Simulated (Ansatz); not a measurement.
Potential energy curve for C3H6AuN, SMILES C[N+]#[C-]->[Au][CH3]. The C2–H11 bond (C2 also carries Au, H, H; H11 carries nothing else) is stretched with both fragments frozen at the PBE0/def2-SVP, def2 effective core potentials past Kr optimised geometry.

Computed with: RKS-PBE = restricted PBE/def2-SVP, def2 effective core potentials past Kr in Ansatz (a first-principles code); UKS-PBE0 = unrestricted PBE0/def2-SVP, def2 effective core potentials past Kr (Ansatz).

Energies relative to the lowest point of each curve near equilibrium, in kJ/mol:

| R / Å | RKS-PBE |
|---|---|
| 0.97 | 39.9 |
| 1.04 | 8.6 |
| 1.07 | 2.6 |
| 1.10 | 0.0 |
| 1.25 | 22.3 |
| 1.32 | 44.8 |
| 1.46 | 99.3 |
| 1.60 | 157.7 |
| 1.82 | 244.4 |
| 2.03 | 315.6 |
| 2.34 | 398.7 |
| 3.17 | 523.6 |

### Question
What does UKS-PBE0 give at the same points?

### Answer
0.97: 36.9; 1.04: 7.2; 1.07: 1.8; 1.10: 0.0; 1.25: 26.3; 1.32: 50.8; 1.46: 109.7; 1.60: 172.5; 1.82: 266.4; 2.03: 344.3; 2.34: 412.1; 3.17: 455.1 (kJ/mol).

The restricted form behind RKS-PBE keeps the bonding electrons paired and can't separate into open-shell fragments. The unrestricted determinant behind UKS-PBE0 is spin-contaminated at 2.03 to 3.17 Å (<S²> up to 1.0, against 0.00 for a pure singlet).
